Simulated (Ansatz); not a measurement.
Geometry optimisation, RKS revPBE/def2-SVP in Ansatz 0.2.0.

Input:

```yaml
crystal:
  periodic: [false, false, false]
  atoms:
    - { symbol: W, position_ang: [0.0, 0.0, 0.0] }
    - { symbol: H, position_ang: [0.0, 0.0, 2.07] }
    - { symbol: F, position_ang: [1.85, 0.0, 0.0] }
    - { symbol: O, position_ang: [0.0, 1.94, 0.0] }
    - { symbol: H, position_ang: [-0.6343, 2.2771, -0.71] }
    - { symbol: F, position_ang: [-1.85, 0.0, 0.0] }
    - { symbol: F, position_ang: [0.0, -1.85, 0.0] }
    - { symbol: F, position_ang: [0.0, 0.0, -1.85] }
    - { symbol: O, position_ang: [1.4721, 1.5335, 0.7063] }
    - { symbol: H, position_ang: [2.2027, 1.0805, 1.2365] }
    - { symbol: H, position_ang: [0.7317, 0.7622, 1.9256] }
basis:
  gaussian: { orbitals: def2-SVP }
hamiltonian:
  xc: revpbe
relax:
  f_tol: 0.15
  max_steps: 25
  restrain:
    - { distance: [0, 8], at: 3.14, k: 30.0 }
    - { distance: [10, 1], at: 1.86, k: 30.0 }
    - { distance: [0, 1], at: 1.72, k: 30.0 }
    - { distance: [10, 8], at: 1.01, k: 30.0 }
output:
  orbitals: {}
```

Command:

```bash
$ ansatz run input.yaml --threads 4 --pin off --max-ram 5120MiB --backend cpu --events-out ev --progress --plain --runs-dir out
```

Task: Where does it end, and by what steps?

Result: The forces met the threshold. The restraints hold the end off the free minimum. After 22 steps the energy has fallen by 8.291 eV (the restraints' own energy left out); O9 moved furthest, 1.20 Å. The start is strongly strained (largest force component 10 eV/Å), so its close contacts needn't be bonds. Parted: W1–O9 (2.24 → 3.13 Å), W1–H11 (2.20 → 2.95 Å). Joined: O9–H11 (1.62 → 0.99 Å).

| step | energy less start (eV) | largest force component (eV/Å) | accepted |
| --- | --- | --- | --- |
| 0 | 0.0000 | 10.125 | yes |
| 1 | -2.3522 | 8.026 | yes |
| 2 | -4.2574 | 6.149 | yes |
| 3 | -5.6635 | 5.241 | yes |
| 4 | -6.6722 | 2.937 | yes |
| 5 | -7.4204 | 1.428 | yes |
| 6 | -7.7375 | 1.043 | yes |
| 7 | -7.8564 | 0.999 | yes |
| 8 | -7.9015 | 1.382 | yes |
| 9 | -8.0174 | 0.783 | yes |
| 10 | -8.0975 | 0.628 | yes |
| 11 | -8.1593 | 0.629 | yes |
| 12 | -8.2009 | 0.749 | yes |
| 13 | -8.1957 | 1.217 | no |
| 14 | -8.2298 | 0.667 | yes |
| 15 | -8.2378 | 0.653 | yes |
| 16 | -8.2395 | 0.681 | yes |
| 17 | -8.2481 | 0.630 | yes |
| 18 | -8.2641 | 0.602 | yes |
| 19 | -8.1954 | 1.633 | no |
| 20 | -8.2771 | 0.627 | yes |
| 21 | -8.2804 | 0.682 | yes |
| 22 | -8.2906 | 0.718 | yes |

```xyz
11
Properties=species:S:1:pos:R:3
W -0.007 -0.104 -0.320
H 0.597 -0.587 1.219
F 1.867 0.073 -0.448
O -0.292 1.637 -1.017
H -0.603 2.322 -0.386
F -1.361 0.484 0.884
F -0.983 -1.709 -0.122
F 0.157 -0.825 -2.056
O 1.207 1.807 1.843
H 2.134 1.736 1.537
H 1.056 0.909 2.243
```

The run took 18 s on 4 threads of AMD EPYC 9R45 96-Core Processor (Zen 5), on a shared host, peak memory 0.22 GiB.
